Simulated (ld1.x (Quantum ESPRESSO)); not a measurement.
**silver: RRKJ pseudisation with revPBE, scalar-relativistic reference atom.**

ld1.x (Quantum ESPRESSO) 7.5 input, shortened:

```
&input
   title='Ag', zed=47., rel=1, dft='REVPBE', iswitch=3,
   config='[Kr] 4d9 5s0 5p0'
 /
 &inputp
   pseudotype=2, tm=.false., lloc=1,
   nlcc=.false.
 /
3
4S  1  0   2.00   0.00  1.55  1.55  0.0
4D  3  2   9.00   0.00  2.28  2.28  0.0
4P  2  1   6.00   0.00  1.20  1.20  0.0
 &test
   configts(1)='4s2 4p6 4d9 5s0 5p0'
 /
```

Poles of the logarithmic derivatives, all-electron (AE) and pseudo (PS). s: poles at -8.6, 0.7 (AE) and -8.6, -0.1 (PS) Ry. p: poles at -5.9, 2.0 (AE) and -5.9, 1.9 (PS) Ry. d: poles at -1.9, 4.5 (AE) and -1.9 (PS) Ry. Test radius 2.51 bohr.

- Cutoffs needed: 110 Ry and 160 Ry (the cutoffs (Ry, on a coarse ladder) from which the occupation-weighted sum of valence levels, in a spherical-Bessel basis at the reference potential, stays within 10 and 1 mRy of its value at 400 Ry)
- Ghost test: no extra level below or beside the all-electron valence levels (s, d, p, f tested) (spherical-Bessel basis up to 400 Ry, 20 bohr box)
- Largest excitation error: +2061 meV (all-electron minus pseudo) for 4s2 4p6 4d9 5s2 5p0, out of 7 test configurations
